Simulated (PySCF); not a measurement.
AlBr3. Atoms are numbered in the order given.

```xyz
4

Al     0.0000     0.0000     0.0000
Br    -2.2416     0.0000     0.0000
Br     1.1208     1.9413     0.0000
Br     1.1208    -1.9413     0.0000
```

Geometry optimised at B3LYP-D3(BJ)/def2-SVP. The isomer is the one that the SMILES or the coordinates give; other isomers of the formula were not compared.

Computed with PBE/def2-TZVP (PySCF).

Symmetry labels are those of the subgroup C2v that the program uses (full group D3h).

Computed valence orbital energies around the gap with their symmetry:
```csv
orbital,symmetry,energy (eV)
HOMO−7,B1,-9.32
HOMO−6,A1,-9.32
HOMO−5,B2,-8.38
HOMO−4,A1,-7.91
HOMO−3,B1,-7.91
HOMO−2,B2,-7.80
HOMO−1,A2,-7.80
HOMO,B1,-7.36
LUMO,A1,-2.47
LUMO+1,B2,-2.25
LUMO+2,A1,0.40
LUMO+3,B1,0.40
```
